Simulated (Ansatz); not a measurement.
The cluster InGa₂: single points at one geometry.

```yaml
crystal:
  periodic: [false, false, false]
  atoms:
    - {symbol: Ga, position_ang: [1.290258, 0.029407, 0.462277]}
    - {symbol: Ga, position_ang: [-0.288459, 1.457330, -0.977708]}
    - {symbol: In, position_ang: [-1.001799, -1.486738, 0.515432]}
basis:
  gaussian: {orbitals: def2-TZVP, initial_orbitals: start.molden}
magnetization: {spin_polarized: true, initial_magnetization: 3}
hamiltonian: {xc: pbe}
correlation: {method: rpa}
scf: {omitted_lower_state_checks: [starts]}
```

The file start.molden holds the orbitals of an earlier run on this structure, at another level or in another basis.

```sh
$ ansatz run in.yaml --threads 4 --pin off --events-out ev --progress --plain --max-ram 3916MiB
```

Shortened log:

```
Functional definition: PBE
1139 factors; integrals over basis functions are off by at most 7.1e-4 eV
mean field evaluation 1: about -109914.1481 eV, gradient 8.0e0 eV
mean field evaluation 2: about -109914.2737 eV, gradient 1.6e-1 eV
mean field evaluation 4: about -109914.2759 eV, gradient 2.6e-3 eV
mean field evaluation 8: about -109914.2759 eV, gradient 2.1e-6 eV
mean field -109914.27587489 eV, -4039.2751358303 hartree, gradient 2.1e-6 eV, S^2 3.752373; 0 other end points of the search recorded, 0 dependent functions left out
22 core orbitals not correlated: weight in the atoms' cores, before any rotation towards them, 1.000 or more for the frozen orbitals, at most 0.000 for the correlated occupied ones
reference -109815.61912445 eV, -4035.6495671235 hartree; 21, 18 occupied and 103, 106 virtual orbitals, 1139 factors
Total energy: -109842.29455362 eV, -4036.6298710642 hartree
Checks for a lower state left out: starts
```

Hardware: 4 threads of Arm Neoverse V2 on a shared host. Wall time 3.9 s.

The first input with `hamiltonian: {xc: {name: BHLYP}, dispersion: d4}`, `output: {orbitals: {seedname: orbitals}}` and without the key `correlation` (abridged; 5.5 s):

```
Functional definition: BHLYP
mean field -109926.03937731 eV, -4039.7074365707 hartree, gradient 9.0e-6 eV, S^2 3.759311
Total energy: -109926.35091721 eV, -4039.7188854506 hartree
Checks for a lower state left out: starts
```

First input, but with `hamiltonian: {xc: {name: wB97M-V}}`, `output: {orbitals: {seedname: orbitals}}` and without the key `correlation` (abridged; 18 s):

```
Functional definition: wB97M-V
mean field -109922.38686860 eV, -4039.5732093513 hartree, gradient 1.7e-5 eV, S^2 3.760649
Total energy: -109922.38690847 eV, -4039.5732108162 hartree
Checks for a lower state left out: starts
```

First input, but with `gaussian: {orbitals: def2-TZVPP, initial_orbitals: start.molden}`, `correlation: {method: ccsd_t}`, `scf: {omitted_lower_state_checks: [starts, cluster_reference]}`, `output: {orbitals: {seedname: orbitals}}` and without the key `hamiltonian` (abridged; 36 s):

```
Functional definition: HF
mean field -109817.40257707 eV, -4035.7151077982 hartree, gradient 6.2e-6 eV, S^2 3.789634
22 core orbitals not correlated: weight in the atoms' cores, before any rotation towards them, 1.000 or more for the frozen orbitals, at most 0.000 for the correlated occupied ones
second order -18.16843955 eV of doubles, -0.00000000 eV of singles
cycle   1  -17.07536097 eV  change     1.1e0 eV  update   1.4e-1
cycle   2  -17.78516087 eV  change   -7.1e-1 eV  update   4.4e-2
cycle   3  -17.85284554 eV  change   -6.8e-2 eV  update   2.4e-2
cycle   4  -17.84454074 eV  change    8.3e-3 eV  update   9.7e-3
cycle   5  -17.84689345 eV  change   -2.4e-3 eV  update   6.1e-3
cycle   6  -17.84772830 eV  change   -8.3e-4 eV  update   3.2e-3
cycle   7  -17.84769631 eV  change    3.2e-5 eV  update   1.9e-3
cycle   8  -17.84790400 eV  change   -2.1e-4 eV  update   1.3e-3
cycle   9  -17.84803243 eV  change   -1.3e-4 eV  update   7.4e-4
cycle  10  -17.84759914 eV  change    4.3e-4 eV  update   3.6e-4
cycle  11  -17.84791805 eV  change   -3.2e-4 eV  update   1.9e-4
cycle  12  -17.84783621 eV  change    8.2e-5 eV  update   1.2e-4
cycle  13  -17.84792103 eV  change   -8.5e-5 eV  update   8.5e-5
cycle  14  -17.84787114 eV  change    5.0e-5 eV  update   6.1e-5
cycle  15  -17.84786722 eV  change    3.9e-6 eV  update   3.3e-5
perturbative correction -0.85326911 eV, -0.0313570614 hartree
Total energy: -109836.10371340 eV, -4036.4023618823 hartree
Checks for a lower state left out: starts, cluster_reference
```

First input, but with `correlation: {method: mp2}`, `output: {orbitals: {seedname: orbitals}}` and without the key `hamiltonian` (abridged; 4.2 s):

```
Functional definition: HF
mean field -109817.40257707 eV, -4035.7151077982 hartree, gradient 6.2e-6 eV, S^2 3.789634
22 core orbitals not correlated: weight in the atoms' cores, before any rotation towards them, 1.000 or more for the frozen orbitals, at most 0.000 for the correlated occupied ones
second order -18.16843955 eV of doubles, -0.00000000 eV of singles
Total energy: -109835.57101661 eV, -4036.3827856366 hartree
Checks for a lower state left out: starts
```

The first input with `hamiltonian: {xc: lda}`, `output: {orbitals: {seedname: orbitals}}` and without the key `correlation` (abridged; 1.4 s):

```
Functional definition: SPW92
mean field -109756.70488943 eV, -4033.4845089199 hartree, gradient 2.5e-5 eV, S^2 3.751032
Total energy: -109756.70492316 eV, -4033.4845101595 hartree
Checks for a lower state left out: starts
```

As the first input, with `hamiltonian: {xc: pbe, dispersion: d4}`, `output: {orbitals: {seedname: orbitals}}` and without the key `correlation` (abridged; 2.2 s):

```
Functional definition: PBE
mean field -109914.27587869 eV, -4039.2751359699 hartree, gradient 2.3e-5 eV, S^2 3.752373
Total energy: -109914.41175267 eV, -4039.2801292465 hartree
Checks for a lower state left out: starts
```

Geometry: PBE0-D4/def2-TZVP.

In the def2 sets In takes a core potential; there is no spin–orbit coupling. Correlated methods freeze 22 core orbitals; core or outer-core shells of Ga, In are correlated, in sets that lack core-valence functions. The order of the spin states hangs on the level: the doublet lies 0.07 eV below the quartet at LDA (SPW92)/def2-TZVP, but 0.01 eV above it at RPA@PBE/def2-TZVP. Another isomer (doublet) lies 0.07 eV lower at BHLYP-D4/def2-TZVP.
